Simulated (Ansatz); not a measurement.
Mulliken charges of C$_{2}$H$_{6}$B$_{2}$, SMILES `BBC=C` from ωB97M-V/def2-TZVPP in Ansatz (PBE0-D4/def2-TZVP geometry).

```json
{"atom": "B1", "x (Å)": "-1.683", "y (Å)": "0.646", "z (Å)": "-1.055", "charge (e)": "-0.248"}
{"atom": "B2", "x (Å)": "-0.163", "y (Å)": "0.357", "z (Å)": "-0.506", "charge (e)": "0.000"}
{"atom": "C3", "x (Å)": "0.290", "y (Å)": "-0.499", "z (Å)": "0.696", "charge (e)": "-0.166"}
{"atom": "C4", "x (Å)": "1.587", "y (Å)": "-0.626", "z (Å)": "1.003", "charge (e)": "-0.136"}
{"atom": "H5", "x (Å)": "-2.201", "y (Å)": "-0.038", "z (Å)": "-1.897", "charge (e)": "0.084"}
{"atom": "H6", "x (Å)": "-2.330", "y (Å)": "1.590", "z (Å)": "-0.690", "charge (e)": "0.084"}
{"atom": "H7", "x (Å)": "0.725", "y (Å)": "0.890", "z (Å)": "-1.130", "charge (e)": "0.059"}
{"atom": "H8", "x (Å)": "-0.426", "y (Å)": "-1.022", "z (Å)": "1.328", "charge (e)": "0.096"}
{"atom": "H9", "x (Å)": "2.349", "y (Å)": "-0.128", "z (Å)": "0.411", "charge (e)": "0.108"}
{"atom": "H10", "x (Å)": "1.936", "y (Å)": "-1.222", "z (Å)": "1.843", "charge (e)": "0.118"}
```

Problem. By hand: the dipole of these point charges (1 e Å = 4.8032 D).

Solution. Σ q r = (0.257, -0.065, 0.115) e Å, of length 0.289 e Å = 1.39 D.

Problem. How does the dipole of the full density compare? (An estimate is asked.)

Solution. The calculation gave: (0.157, -0.114, 0.171) e Å, 1.24 D; the point charges give 1.12 times that, at 26° from its direction.

Point charges leave out the atoms' own dipoles, such as those of lone pairs, and Mulliken's split depends on the basis, so the two needn't agree.
